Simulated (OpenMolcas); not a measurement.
Au2+ (d9) among equal point charges was computed by CASSCF with the d shell active (OpenMolcas, ANO-RCC-VDZP on the metal). Its lowest spin-free states, and all those of the highest spin:

| 2S+1 | Degeneracy | E (cm-1) |
| --- | --- | --- |
| 2 | 2 | 0.0 |
| 2 | 3 | 7155 |

**Question.** Is the site octahedral, tetrahedral or cube-like, axial, or of lower symmetry?

**Answer.** The states with 2S+1 = 2 have orbital degeneracies 2, 3. Threefold states need a cubic site. For d9 at this spin an octahedron puts the twofold E below the threefold T2 and a tetrahedron or cube puts the threefold T2 below the twofold E, so the site is octahedral. The first gap at this spin, 7160 cm-1, is |10Dq| in ligand-field theory. The run had Au2+ among 6 point charges of -1.7 e arranged as an octahedron (Oh), 2.15 Å from the ion.

An orbital doublet at a regular site is open to a Jahn-Teller distortion, which this geometry leaves out. This is an electrostatic model: the charges have no orbitals. No measured value stands beside these numbers.
